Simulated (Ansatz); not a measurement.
Two structures of Si2NH9O2F2, closed shell, reached by relaxing down either side of one saddle point (PBE0-D4/def2-TZVP). Energies are electronic, without zero-point energy. Ansatz 0.2.0; basis: def2-TZVPP and def2-QZVPP; cores frozen in the correlated methods. Extrapolation: Hartree–Fock as exp(−7.88 √X), correlation as X^−2.97. First:

```csv
atom,x (Å),y (Å),z (Å)
Si1,0.3339,-0.1236,1.3097
O2,0.2055,-0.5469,-0.3802
Si3,0.1040,-2.0091,-1.1155
F4,0.2590,0.5437,2.8264
F5,-0.3089,-1.5220,1.7906
H6,1.7904,0.1116,1.2093
H7,-0.5792,1.8035,0.0925
N8,-0.9621,1.2224,0.8575
H9,0.4928,0.9940,-1.3970
O10,0.3048,1.9455,-1.5030
H11,1.1004,-2.9708,-0.5759
H12,-1.2562,-2.5954,-0.9793
H13,0.3792,-1.7910,-2.5617
H14,-1.8006,0.7805,0.4911
H15,-1.1976,1.7881,1.6657
H16,1.1343,2.3697,-1.7303
```

Second:

```xyz
16
angstrom
Si 0.1447 0.1544 1.7992
O -0.2959 -0.5941 -0.8671
Si 0.1168 -2.0725 -1.4657
F 0.4263 0.7277 3.2601
F -0.4328 -1.3084 2.0018
H 1.4456 0.0700 1.1287
H 0.0660 2.0677 -0.4159
N -0.9669 1.2669 1.1232
H 0.0915 0.2138 -1.2608
O 0.4370 1.9593 -1.3117
H 1.5128 -2.4359 -1.0979
H -0.8229 -3.0521 -0.8741
H 0.0060 -2.0930 -2.9496
H -1.6124 0.8915 0.4419
H -1.4385 1.8768 1.7757
H 1.3224 2.3281 -1.2877
```

Task: Which bonds change from the first to the second?

Result: Si₂H₄OF₂ ([F][SiH]([F])[O][SiH3]) + H₂O + NH₃ → SiNH₃F₂ ([NH2][SiH]([F])[F]) + SiH₄O ([OH][SiH3]) + H₂O; bonds formed: O2–H9, H7–O10; dative contacts that become bonds: Si1–N8; bonds broken: Si1–O2, H7–N8, H9–O10.

Task: Give the saddle point's structure and its height above each. (An estimate is asked for; the value comes from the calculation.)

Result: The calculation gives: 77.1 kJ/mol above the first and 60.8 kJ/mol above the second (CCSD(T) at an estimated basis limit (MP2 extrapolated from triple and quadruple zeta, plus CCSD(T) − MP2 in triple zeta)).
Si1  (0.264, -0.020, 1.361)
O2  (0.229, -0.468, -0.507)
Si3  (0.158, -1.971, -1.196)
F4  (0.238, 0.434, 2.936)
F5  (-0.360, -1.480, 1.616)
H6  (1.713, 0.198, 1.188)
H7  (-0.343, 1.800, -0.291)
N8  (-0.860, 1.314, 0.870)
H9  (0.275, 0.577, -1.120)
O10  (0.104, 1.733, -1.358)
H11  (1.158, -2.871, -0.573)
H12  (-1.198, -2.557, -1.067)
H13  (0.476, -1.795, -2.637)
H14  (-1.757, 0.948, 0.564)
H15  (-1.031, 1.948, 1.641)
H16  (0.934, 2.210, -1.429)
(Å)

The T1 diagnostic stays at or below 0.012.

Labels in which every atom is bracketed show which atoms are joined, not bond orders.

For scale, one of the runs: CCSD(T)/def2-TZVPP, 365 basis functions, launched by `ansatz run in.yaml --threads 4 --pin off --events-out ev --progress --plain --max-ram 46080MiB --backend cuda --devices 0, --max-vram 37GiB`. Hardware: 4 CPU threads of an AMD EPYC 7R13 and a share of one NVIDIA H100, shared host. Wall time 19 s; peak host memory 0.88 GiB.
